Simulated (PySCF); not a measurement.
## Static response to an electric field

Compound: BeMe2, C2H6Be.
Structure used (PBE0-D3(BJ)/def2-SVP), in Å, numbered top down from 1:
```xyz
9
C2H6Be angstrom
Be     0.0038    0.0084    0.0001
C     -0.0045   -0.0121    1.6795
H     -0.4434    0.9059    2.1100
H      1.0116   -0.1043    2.1035
H     -0.5903   -0.8588    2.0809
C      0.0059    0.0152   -1.6795
H     -1.0168    0.0160   -2.0978
H      0.5160   -0.8708   -2.0988
H      0.5177    0.9004   -2.0978
```

Level: wB97X-D/def2-SVPD (PySCF), static field, nuclei fixed, core orbitals frozen in the response. The polarisability tensor in these axes (au):

```
x   38.65  0.00 -0.03
y    0.00 38.65 -0.08
z   -0.03 -0.08 48.44
```

Problem. Diagonalise the tensor; give its mean and Δα, where Δα² is half the sum of the squared differences of the eigenvalues.

Solution. Principal values 38.65, 38.65 and 48.45 au; mean 41.91 au = 6.21 Å³ = 6.91 × 10⁻⁴⁰ C²·m²/J; Δα = 9.80 au (23 % of the mean).

Problem. What is the dipole moment?

Solution. 0.01 D at this geometry.

Problem. Form Σ f/ω² (atomic units) for the 10 lowest TDDFT singlets, given as eV and f, and set it beside the mean polarisability, which is this sum over all singlets: 7.04, 0.0001; 7.05, 0.0000; 7.75, 0.2275; 8.08, 0.0005; 8.22, 0.0986; 8.22, 0.0983; 8.82, 0.0000; 8.82, 0.0000; 8.93, 0.0000; 9.34, 0.0120.

Solution. They add up to 5.07 au, 12.1 % of the 41.91 au; the largest single term is 2.81 au, from the state at 7.75 eV. Terms in order: 0.00, 0.00, 2.81, 0.01, 1.08, 1.08, 0.00, 0.00, 0.00, 0.10 au. Higher excitations give the rest. The strengths listed sum to 0.437.

Problem. Traceless (Buckingham) quadrupole moment about the centre of nuclear charge: eigenvalues?

Solution. -4.66, 2.33, 2.33 D·Å. The electronic extent ⟨r²⟩ about the same centre is 285 bohr², a root-mean-square distance of 1.90 Å for the 22 electrons.

Problem. Find the Langevin capture rate constant for H3O+ (19.018 u) meeting this molecule (39.059 u), k = 2.342 × 10⁻⁹ cm³/s × √(α in Å³ / reduced mass in u).

Solution. The reduced mass is 12.79 u, so k = 1.63 × 10⁻⁹ cm³/s.

Geometry: PBE0-D3(BJ)/def2-SVP; no solvent, vibrations or thermal averaging.
